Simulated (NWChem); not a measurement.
System: SiBr$_{4}$; SMILES Br[Si](Br)(Br)Br

Here is an NWChem input.

```
start job
memory heap 200 mb stack 900 mb global 1100 mb
geometry units angstroms noautoz
  Br    -1.829440    -1.263794     0.070922
  Si    -0.000011     0.000004     0.000012
  Br     1.799962    -1.304836    -0.081261
  Br     0.090726     1.276117     1.819994
  Br    -0.061278     1.292500    -1.809630
end
basis spherical
  Br library 6-31g*
  Si library 6-31g*
end
dft
  xc r2scan
  iterations 150
  mulliken
end
task dft energy
```

All runs use the structure optimised with B3LYP/6-31G* (spherical d).

### Question
Predict the main results of this run. (r2SCAN/6-31G* (spherical d).) Quantities: energy (Ha); highest occupied level (eV); orbital gap (eV).

### Answer
The energy (Ha) is -10584.94, the highest occupied level (eV) comes out as -7.84 and the orbital gap (eV) is 5.02.
